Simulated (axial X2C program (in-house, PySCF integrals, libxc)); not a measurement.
# Potential curves of BiH, two-component

Calculated with an in-house all-electron X2C program for linear molecules (integrals from PySCF). Two-component (2c) means X2C with spin–orbit coupling and atomic mean-field two-electron Coulomb and Gaunt terms. Basis: Bi dyall-cv3z [12s14p10d6f1g], H dyall-v3z [6s2p1d] (cores contracted in-house); Gaussian nuclei, density fitting, unrestricted open shells. Masses: Bi 208.980 u, H 1.008 u.

State: Ω = 0 (closed shell). Energies in eV from the fragments at the same level (Bi + H). Fits are polynomials in 1 − R0/R over 0.85 to 1.23 times the lowest point R0.

```
 R (Å)      PBE     PBE0
1.5817  -1.7863  -1.7326
1.6544  -2.0344  -1.9658
1.7089  -2.1492  -2.0690
1.7635  -2.2159  -2.1238
1.8180  -2.2437  -2.1394
1.8816  -2.2372  -2.1186
1.9453  -2.1979  -2.0650
2.0271  -2.1119  -1.9605
2.1271  -1.9694  -1.7955
2.2725  -1.7203  -1.5141
```

The state is a single determinant with fixed occupations, the lowest that a limited PBE0 search found. The closed shell is kept restricted, so the energy runs too high when the bond is stretched far. Dissociation energies refer to the lowest single-determinant-based atoms at the same level and basis. PBE0 can misorder states that lie within some tenths of an eV, so this need not be the ground state of the molecule. The nearest other 2c determinant of the search, Ω = 1, lies 0.38 eV up at the distance of the search. The 2c closed shell (π1/2)² is the Ω = 0⁺ component of the spin-free π² triplet, mixed with the ¹Σ⁺ state; no single spin-free determinant represents it.

Q: Fit the PBE curve near its minimum: give the equilibrium distance, the harmonic wavenumber and the well depth.

A: At PBE, 2c: Re = 1.838 Å, ωe ≈ 1610 cm⁻¹, De = 2.25 eV to Bi + H; Be follows as 4.97 cm⁻¹.

Q: Fit the PBE0 curve near its minimum: give the equilibrium distance, the harmonic wavenumber and the well depth.

A: At PBE0, 2c: Re = 1.816 Å, ωe ≈ 1690 cm⁻¹, De = 2.14 eV to Bi + H; Be follows as 5.1 cm⁻¹.
